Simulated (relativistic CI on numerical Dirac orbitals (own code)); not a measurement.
# Cd25+: computed level list

Computed by Dirac-Coulomb-Breit CI, orbitals from a KLI potential per configuration, QED by a radiative potential, unscaled Slater integrals (own radial code, finite nucleus).

Configuration list (outside the closed core [Ne]): 3s2 3p6 3d5, 3s2 3p5 3d6, 3s2 3p4 3d7, 3s 3p6 3d6, 3p6 3d7, 3s 3p5 3d7, 3s2 3p6 3d4 4s, 3s2 3p6 3d4 4p, 3s2 3p6 3d4 4d, 3s2 3p6 3d4 4f, 3s2 3p5 3d5 4s, 3s2 3p6 3d3 4s2, 3s 3p6 3d5 4s, 3s2 3p6 3d4 5s, 3s2 3p6 3d3 4p2, 3p6 3d6 4s. Levels of other configurations are missing.

The lowest level is 3s2 3p6 3d5 6S_5/2, with 81 % of that term; Hund's rules for 3s2 3p6 3d5 give 6S with J = 5/2, in agreement.

| No. | Configuration | Term | J | E (eV) | % | Lifetime (s) |
| --- | --- | --- | --- | --- | --- | --- |
| 1 | 3s2 3p6 3d5 | 6S | 5/2 | 0.000 | 81 |  |
| 2 | 3s2 3p6 3d5 | 4G | 5/2 | 11.110 | 24 | 2.04e-04 |
| 3 | 3s2 3p6 3d5 | 4G | 7/2 | 15.341 | 60 | 9.07e-04 |
| 4 | 3s2 3p6 3d5 | 4P | 3/2 | 15.505 | 49 | 1.13e-04 |
| 5 | 3s2 3p6 3d5 | 4G | 11/2 | 16.041 | 74 |  |
| 6 | 3s2 3p6 3d5 | 4G | 5/2 | 16.565 | 43 | 1.62e-04 |
| 7 | 3s2 3p6 3d5 | 4G | 9/2 | 17.042 | 81 | 1.21e-02 |
| 8 | 3s2 3p6 3d5 | 4P | 1/2 | 17.677 | 70 | 4.23e-03 |
| 9 | 3s2 3p6 3d5 | 4D | 7/2 | 20.717 | 62 | 4.14e-04 |
| 10 | 3s2 3p6 3d5 | 4D | 5/2 | 21.462 | 35 | 1.54e-04 |
| 11 | 3s2 3p6 3d5 | 4D | 1/2 | 23.637 | 76 | 2.06e-04 |
| 12 | 3s2 3p6 3d5 | 2I | 11/2 | 23.837 | 69 | 3.38e-04 |
| 13 | 3s2 3p6 3d5 | 4D | 3/2 | 23.985 | 49 | 1.94e-04 |
| 14 | 3s2 3p6 3d5 | 2F | 7/2 | 24.310 | 43 | 5.35e-04 |
| 15 | 3s2 3p6 3d5 | 4F | 3/2 | 25.307 | 47 | 9.10e-05 |
| 16 | 3s2 3p6 3d5 | 2G | 9/2 | 25.728 | 46 | 3.73e-04 |
| 17 | 3s2 3p6 3d5 | 2I | 13/2 | 26.160 | 100 | 2.11e-03 |
| 18 | 3s2 3p6 3d5 | 2F | 5/2 | 26.945 | 28 | 7.06e-05 |
| 19 | 3s2 3p6 3d5 | 4F | 5/2 | 29.928 | 36 | 8.64e-05 |
| 20 | 3s2 3p6 3d5 | 2H | 9/2 | 29.981 | 54 | 9.92e-05 |
| 21 | 3s2 3p6 3d5 | 2G | 7/2 | 31.447 | 52 | 2.79e-04 |
| 22 | 3s2 3p6 3d5 | 2D | 3/2 | 32.759 | 50 | 1.58e-04 |
| 23 | 3s2 3p6 3d5 | 2F | 5/2 | 32.947 | 50 | 8.27e-05 |
| 24 | 3s2 3p6 3d5 | 2F | 7/2 | 33.332 | 56 | 8.86e-05 |
| 25 | 3s2 3p6 3d5 | 4F | 7/2 | 35.745 | 43 | 1.10e-04 |
| 26 | 3s2 3p6 3d5 | 2S | 1/2 | 35.946 | 82 | 8.03e-05 |
| 27 | 3s2 3p6 3d5 | 2H | 11/2 | 36.079 | 67 | 6.88e-05 |
| 28 | 3s2 3p6 3d5 | 2G | 9/2 | 36.568 | 50 | 1.56e-04 |
| 29 | 3s2 3p6 3d5 | 2D | 5/2 | 39.616 | 53 | 5.00e-05 |
| 30 | 3s2 3p6 3d5 | 2D | 3/2 | 39.940 | 85 | 5.17e-05 |
| 31 | 3s2 3p6 3d5 | 2D | 5/2 | 43.714 | 61 | 5.50e-05 |
| 32 | 3s2 3p6 3d5 | 2G | 9/2 | 44.820 | 97 | 1.11e-04 |
| 33 | 3s2 3p6 3d5 | 2G | 7/2 | 46.538 | 86 | 8.10e-05 |
| 34 | 3s2 3p6 3d5 | 2P | 3/2 | 50.999 | 80 | 1.20e-04 |
| 35 | 3s2 3p6 3d5 | 2P | 1/2 | 54.216 | 90 | 6.26e-05 |
| 36 | 3s2 3p6 3d5 | 2D | 5/2 | 57.653 | 95 | 3.77e-05 |
| 37 | 3s2 3p6 3d5 | 2D | 3/2 | 59.762 | 79 | 4.01e-05 |
| 38 | 3p5 3d6(5D) | 6F° | 11/2 | 175.026 | 87 | 1.67e-09 |
| 39 | 3p5 3d6(5D) | 6D° | 9/2 | 180.552 | 60 | 5.59e-09 |
| 40 | 3p5 3d6(3P) | 4P° | 5/2 | 181.010 | 56 | 3.27e-10 |
| 41 | 3p5 3d6(5D) | 6F° | 9/2 | 182.376 | 56 | 1.67e-10 |
| 42 | 3p5 3d6(5D) | 6F° | 7/2 | 183.075 | 32 | 5.61e-11 |
| 43 | 3p5 3d6(5D) | 4P° | 1/2 | 185.991 | 36 | 2.34e-10 |
| 44 | 3p5 3d6(5D) | 4P° | 3/2 | 186.648 | 42 | 8.72e-11 |
| 45 | 3p5 3d6(5D) | 6F° | 5/2 | 187.811 | 31 | 7.51e-11 |

Energies count from the lowest computed level; ° marks odd parity; lifetimes are radiative, by E1, M1, E2, M2 decay to levels of this space only; some are left blank where a channel outside the calculation adds to the decay or the decay crosses a small, uncertain gap. Percentages are summed over parent terms; the parents shown are those of the largest component, closed shells are left out there.

The mean weight of the leading LS term, summed over parents, in these 45 levels is 60 %, and that of the leading jj configuration (from the same eigenvectors) 63 %.

At this charge energies of transitions that change n are usually good to better than 1 %, and those within a shell (Δn = 0) to a few per cent. Terms inside the open d or f shell come out 10 to 20 % too wide with unscaled integrals.

LS names give the leading component of a level, which can be under half, so a name can repeat, a term be missing and a line seem to break the LS rules.
